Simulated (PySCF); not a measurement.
Diatomics of As with group 13

PBE0 with triple-zeta basis sets in PySCF, for the lowest determinant that a PBE0 search found; no spin–orbit coupling. De refers to high-spin ground-configuration atoms. A positive dipole means M(−)As(+).

| M | basis | state (unpaired electrons) | Re (Å) | ωe (cm⁻¹) | De (eV) | μ (D) |
| --- | --- | --- | --- | --- | --- | --- |
| B | x2c-TZVPPall | triplet (σ ↑, π ↑) | 1.843 | 821 | 3.11 | 0.13 |
| Ga | cc-pVTZ-PP | triplet (π ↑↑) | 2.563 | 213 | 1.96 | -1.38 |
| In | cc-pVTZ-PP | triplet (π ↑↑) | 2.746 | 179 | 1.82 | -1.88 |

The shortest bond is that of BAs (1.843 Å), the longest that of InAs (2.746 Å).

The rows differ in basis set, which adds steps of its own.

The state changes along the series, so neighbouring rows are not always alike in their bonding.

These are scalar-relativistic numbers at best; spin–orbit coupling would shift them, the dissociation energy most. States were picked by a PBE0 search and need not be the measured ground states.
